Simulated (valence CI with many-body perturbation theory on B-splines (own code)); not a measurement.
Questions on Ti⁶⁺

Calculated by relativistic CI+MBPT: six valence electrons over a frozen Dirac-Fock core [Ne], radial functions for each j: 9 s, 9 p, 8 d, 6 f, 3 g, 1 h, with the one-electron correlation potential Σ1, the two-electron term Σ2, the three-electron term Σ3, Breit, model QED; selected CI, second order for the rest, scaled by the run's own slope (own B-spline code, finite nucleus).

Against 8 measured levels this calculation errs by 100 cm⁻¹ on average and by 162 at most. These come from a selection out of Corliss and Sugar, J. Phys. Chem. Ref. Data 8, 1 (1979). Levels without a partner in it may be off by more. Among the levels kept, up to 920 cm⁻¹ of a level comes from second order outside the variational space, and about a tenth of that is noise between levels of different J, which matters for small intervals.

Rates and lifetimes use the calculated energies. Strong lines usually hold to 10 to 20 %, long lifetimes can be off by a factor of two.

(1) What is the ground level?

(2) How well does LS coupling describe the low levels?

(3) Among levels below 351300 cm⁻¹, which E1 lines absorb most strongly from the ground level?

(4) What is the ionisation energy?

(5) What are the static dipole polarisabilities of the lowest levels?

Answers

(1) 3s²3p⁴ ³P_2, composition 94 % 3s²3p⁴ ³P + 1 % 3s²3p⁴ ¹D, g = 1.493.

(2) Among the lowest 20 levels the leading LS term, summed over configurations, holds 99 % on average. For single configurations the figures are 90 % in LS and 55 % in jj coupling. Terms hardly mix: every one of these levels is at least 95 % one term.

(3) to 3s3p⁵ ³P°_2 at 50.99 nm, f = 0.0426; to 3s²3p³3d ³P°_2 at 29.11 nm, f = 0.0206; to 3s3p⁵ ³P°_1 at 50.02 nm, f = 0.0147.

(4) 140.7 eV; NIST lists 140.68 ± 0.18 eV (semi-empirical).

(5) 3s²3p⁴ ³P_2 1.04 (tensor 0.050); 3s²3p⁴ ³P_1 1.05 (tensor -0.025); 3s²3p⁴ ³P_0 1.05; 3s²3p⁴ ¹D_2 1.04 (tensor -0.097) bohr³, of which the core gives 0.0129.
